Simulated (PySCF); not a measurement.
How exact exchange moves a shielding

Molecule: SMILES CB(CCC)C, C5H13B.

Geometry:
| atom | x (Å) | y (Å) | z (Å) |
| --- | --- | --- | --- |
| C1 | 2.796 | 0.066 | -0.692 |
| C2 | 1.386 | -0.505 | -0.682 |
| C3 | 0.342 | 0.448 | -0.106 |
| B4 | -1.176 | 0.013 | -0.123 |
| C5 | -1.712 | -1.026 | -1.174 |
| C6 | -2.162 | 0.667 | 0.919 |
| H7 | 3.524 | -0.646 | -1.111 |
| H8 | 3.130 | 0.324 | 0.326 |
| H9 | 2.846 | 0.988 | -1.295 |
| H10 | 1.101 | -0.792 | -1.708 |
| H11 | 1.380 | -1.447 | -0.104 |
| H12 | 0.337 | 1.383 | -0.710 |
| H13 | 0.645 | 0.787 | 0.901 |
| H14 | -2.779 | -0.905 | -1.415 |
| H15 | -1.126 | -1.102 | -2.102 |
| H16 | -1.622 | -2.013 | -0.675 |
| H17 | -3.172 | 0.232 | 0.939 |
| H18 | -1.747 | 0.667 | 1.941 |
| H19 | -2.270 | 1.735 | 0.650 |

GIAO shieldings (ppm, equivalent atoms averaged) in PySCF on the PBE0-D3(BJ)/def2-SVP geometry, basis pcSseg-1, gas phase, non-relativistic:

| functional | exact exchange (%) | σ(C3) | σ(C5/C6) | σ(B4) |
| --- | --- | --- | --- | --- |
| BLYP | 0 | 135.8 | 160.7 | 3.5 |
| BP86 | 0 | 141.1 | 164.5 | 7.7 |
| PBE | 0 | 140.9 | 164.7 | 6.2 |
| B3LYP | 20 | 141.8 | 164.8 | 8.8 |
| PBE0 | 25 | 147.9 | 169.5 | 12.9 |
| BHandHLYP | 50 | 149.1 | 169.9 | 16.9 |
| HF | 100 | 160.2 | 177.6 | 32.7 |

Q: Fit each shielding as a line in the percentage of exact exchange.

A: σ(C3) = 139.5 + 0.21 x (rms 2.2 ppm); σ(C5/C6) = 163.4 + 0.14 x (rms 1.7 ppm); σ(B4) = 5.3 + 0.26 x (rms 1.6 ppm). The functionals also differ in their semilocal parts, which the line can't hold; Hartree–Fock has no correlation at all.

Q: What does the line predict for mPW1PW91 (25 %), and what does the run give?

A: σ(C3): 144.8 predicted, 147.5 computed; σ(C5/C6): 166.9 predicted, 168.7 computed; σ(B4): 11.8 predicted, 13.4 computed ppm.
